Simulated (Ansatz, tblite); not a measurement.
Cost and result up the ladder for the cluster Cs4⁺ (the lowest doublet isomer of a short search) (4 atoms). The state is a doublet with charge 1. Geometry: PBE/def2-TZVP.

```xyz
4

Cs    2.687   -0.996    3.888
Cs   -0.962   -2.277    0.081
Cs    0.952    2.277   -0.074
Cs   -2.678    0.996   -3.895
```

Ansatz on 4 threads of Arm Neoverse V1 on a shared host; xTB runs through tblite on one thread. Times are rough, summed over both states, and most runs start from the orbitals of an earlier one. RPA@PBE/def2-TZVP serves as the yardstick here, not as an exact answer. The other state is a quartet at its own geometry, which has other bonds, so the gap mixes isomer and spin.

In the def2 sets Cs takes a core potential; there is no spin–orbit coupling. The xTB rows come from tblite. B3LYP takes the VWN-RPA correlation. Correlated methods freeze no core orbitals; core or outer-core shells of Cs are correlated, in sets that lack core-valence functions. In CCSD on the charge 1 doublet the largest single amplitude is 0.21, so its Hartree–Fock determinant may place the open shell otherwise than the density functionals do. The structure comes from a short search, and lower isomers may exist.

Run but left out: HF/def2-TZVP, HF/def2-TZVPP, MP2/def2-TZVP, MP2/def2-TZVPP (doublet: ⟨S²⟩ 1.17, where a pure state has 0.75).

Correlated methods converge slowly with the basis.

xTB has no spin-polarisation term.

```json
{"level": "GFN1-xTB", "functions": "16", "wall time": "0.003 s", "quartet − doublet (eV)": "2.84", "difference from RPA@PBE/def2-TZVP (eV)": "2.30", "remarks": "–"}
{"level": "GFN2-xTB", "functions": "16", "wall time": "0.004 s", "quartet − doublet (eV)": "1.12", "difference from RPA@PBE/def2-TZVP (eV)": "0.58", "remarks": "–"}
{"level": "PBE/def2-TZVP", "functions": "116", "wall time": "7.9 s", "quartet − doublet (eV)": "0.62", "difference from RPA@PBE/def2-TZVP (eV)": "0.08", "remarks": "–"}
{"level": "BLYP/def2-TZVP", "functions": "116", "wall time": "10 s", "quartet − doublet (eV)": "0.60", "difference from RPA@PBE/def2-TZVP (eV)": "0.06", "remarks": "–"}
{"level": "RPA@PBE/def2-TZVP", "functions": "116", "wall time": "13 s", "quartet − doublet (eV)": "0.54", "difference from RPA@PBE/def2-TZVP (eV)": "0.00", "remarks": "–"}
{"level": "B3LYP/def2-TZVP", "functions": "116", "wall time": "13 s", "quartet − doublet (eV)": "0.57", "difference from RPA@PBE/def2-TZVP (eV)": "0.03", "remarks": "–"}
{"level": "CAM-B3LYP/def2-TZVP (with forces)", "functions": "116", "wall time": "15 s", "quartet − doublet (eV)": "0.55", "difference from RPA@PBE/def2-TZVP (eV)": "0.01", "remarks": "–"}
{"level": "B2PLYP/def2-TZVP", "functions": "116", "wall time": "21 s", "quartet − doublet (eV)": "0.56", "difference from RPA@PBE/def2-TZVP (eV)": "0.02", "remarks": "spin-contaminated (⟨S²⟩ 0.83) (doublet)"}
{"level": "PBE-QIDH/def2-TZVP", "functions": "116", "wall time": "21 s", "quartet − doublet (eV)": "0.50", "difference from RPA@PBE/def2-TZVP (eV)": "-0.04", "remarks": "spin-contaminated (⟨S²⟩ 0.87) (doublet)"}
{"level": "r2SCAN/def2-TZVP", "functions": "116", "wall time": "36 s", "quartet − doublet (eV)": "0.35", "difference from RPA@PBE/def2-TZVP (eV)": "-0.19", "remarks": "spin-contaminated (⟨S²⟩ 0.89) (doublet)"}
{"level": "PBE0/def2-TZVP", "functions": "116", "wall time": "50 s", "quartet − doublet (eV)": "0.56", "difference from RPA@PBE/def2-TZVP (eV)": "0.02", "remarks": "–"}
{"level": "CCSD(T)/def2-TZVPP", "functions": "144", "wall time": "3.7 min", "quartet − doublet (eV)": "0.47", "difference from RPA@PBE/def2-TZVP (eV)": "-0.07", "remarks": "spin-contaminated (⟨S²⟩ 1.17) (doublet)"}
```
